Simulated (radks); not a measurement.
Values are calculated unless marked as measured or tabulated.
Q: All-electron atom: neutral sulfur in [Ne] 3s2 3p4 (the NIST ground configuration). Code: a radial shooting solver on a logarithmic mesh with Libxc functionals. Model: scalar-relativistic Kohn-Sham, PBE, spin-polarised, spherical densities, finite nucleus; open shells are filled with parallel spins first; Fermi nuclear charge, rms radius 3.2611 fm. Some entries of the table are withheld. Estimate them.

| orbital | occ. | eigenvalue (hartree) | <r^2> (bohr^2) | <r> (bohr) |
|---|---|---|---|---|
| 1s up | 1 | -88.41358 | 0.01263 | 0.09688 |
| 1s down | 1 | -88.40416 | 0.01263 | 0.09687 |
| 2s up | 1 | -7.77785 | 0.2732 | (1) |
| 2s down | 1 | -7.76878 | 0.2730 | (2) |
| 2p up | 3 | -5.75094 | 0.2450 | 0.4426 |
| 2p down | 3 | -5.73827 | 0.2448 | 0.4425 |
| 3s up | 1 | -0.66153 | 3.317 | 1.690 |
| 3s down | 1 | -0.59268 | 3.381 | 1.702 |
| 3p up | 3 | (3) | 5.010 | 2.043 |
| 3p down | 1 | (4) | 5.466 | 2.119 |

A: 
(1) 2s up <r> (bohr): 0.4791
(2) 2s down <r> (bohr): 0.4790
(3) 3p up eigenvalue (hartree): -0.28258
(4) 3p down eigenvalue (hartree): -0.21965
